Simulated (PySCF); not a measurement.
Al(Cl)(OH)(SMe) (CH4AlClOS), SMILES C[S][Al]([OH])[Cl]. Heavy atoms are numbered as in [Al:1]([Cl:2])([OH:3])[S:5][CH3:6]. Hydrogens are named by the atom that carries them.

Geometry optimised at B3LYP-D3(BJ)/def2-SVP. The structure was generated by enumeration; whether it is a known compound was not checked. The values are those of a single conformer.

Calculation: HF/pcSseg-1 (PySCF).

GIAO shieldings, no solvent; atoms alike by connectivity are averaged. δ = σ(ref) − σ: ³⁵Cl against HCl (σ = 958.2 ppm); ¹⁷O against H2O (σ = 333.0 ppm); ¹H against TMS (σ = 31.99 ppm); ³³S against H2S (σ = 725.2 ppm); ¹³C against TMS (σ = 192.6 ppm), references at their B3LYP-D3(BJ)/def2-TZVP geometries, non-relativistic (without spin–orbit terms, shifts of atoms bonded to Cl or Br come out too high).

Computed chemical shifts:
| nucleus | atoms | count | δ (ppm) |
|---|---|---|---|
| ³⁵Cl | Cl2 | 1 | -54.2 |
| ¹⁷O | O3 (OH) | 1 | 20.0 |
| ¹H | H on O3 | 1 | 2.57 |
| ¹H | H on C6 | 3 | 2.55 |
| ³³S | S5 | 1 | -49.7 |
| ¹³C | C6 (CH3) | 1 | 12.7 |
